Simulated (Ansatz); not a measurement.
Consider the substitution at a C–Si bond: `[SiH3]C[SiH2]Cl` + HI → `Cl[SiH2]CI` + SiH₄.

Program: Ansatz. Geometries: PBE0-D4/def2-TZVP. ΔE: electronic, gas phase. CCSD(T)/CBS adds triple-zeta CCSD(T) − MP2 to the extrapolated MP2 energy (def2 sets, frozen cores). This one scheme is used for every species. DFT in def2-TZVPP. B3LYP here is the variant with VWN-RPA as its local correlation; programs differ in this. def2 core potentials past Kr. For I outer-core shells are correlated without core-valence functions, which leaves a few kJ/mol of doubt a bond. Each species was taken in one conformer, which may not be the lowest.

Problem. Is it downhill or uphill in electronic energy at CCSD(T)/CBS, and by how much? (Best estimate.)

Solution. Ansatz gave: Uphill: ΔE = +11.6 kcal/mol.

Problem. What do these levels give: PBE-D4, PBE0-D4, B3LYP-D4, ωB97X-V, ωB97M-V, MP2/def2-TZVPP? (Best estimate.)

Solution. Computed: PBE-D4 12.7, PBE0-D4 13.6, B3LYP-D4 12.2, ωB97X-V 13.2, ωB97M-V 13.6, MP2/def2-TZVPP 12.1 kcal/mol.

Largest T1 diagnostic among the species: 0.011.

From PBE to PBE0 (25 % exact exchange), in def2-TZVPP and without D4, ΔE moves by +0.9 kcal/mol.
